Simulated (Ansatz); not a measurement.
C3H9B⁺, that is BMe3 with one electron fewer. The state is a doublet with charge 1. Geometry r2SCAN-D4/def2-SVP, that of the neutral singlet; atoms count from 1.

```
atom   x (Å)   y (Å)   z (Å)
  B1   0.003   0.001   0.002
  C2  -0.682  -0.823   1.157
  H3  -1.781  -0.768   1.043
  H4  -0.483  -0.337   2.131
  H5  -0.392  -1.883   1.228
  C6  -0.333   1.529  -0.181
  H7  -0.725   1.699  -1.202
  H8   0.600   2.122  -0.143
  H9  -1.047   1.954   0.541
 C10   1.018  -0.705  -0.974
 H11   1.448  -0.069  -1.762
 H12   0.528  -1.574  -1.453
 H13   1.846  -1.146  -0.388
```

Question: Estimate the Mulliken populations from the PBE0/def2-TZVP orbitals of Ansatz.

Answer: 
| atom | charge (e) | spin (α − β) |
| --- | --- | --- |
| B1 | 0.18 | 0.19 |
| C2 | -0.40 | 0.14 |
| H3 | 0.21 | -0.01 |
| H4 | 0.21 | -0.01 |
| H5 | 0.22 | 0.07 |
| C6 | -0.36 | 0.40 |
| H7 | 0.23 | 0.01 |
| H8 | 0.23 | 0.01 |
| H9 | 0.22 | 0.00 |
| C10 | -0.39 | 0.13 |
| H11 | 0.19 | 0.02 |
| H12 | 0.22 | 0.03 |
| H13 | 0.22 | 0.03 |
Mulliken values depend strongly on the basis.

Question: Where does the spin sit?

Answer: Summed by element: B 0.19, C 0.66, H 0.15, of 1 unpaired in all. Largest on single atoms: C6 0.40, B1 0.19, C2 0.14.

Question: And the Mayer bond orders between heavy atoms (over 0.3)?

Answer: B1–C2 1.05 (1.58 Å); B1–C6 0.83 (1.58 Å); B1–C10 1.09 (1.58 Å).
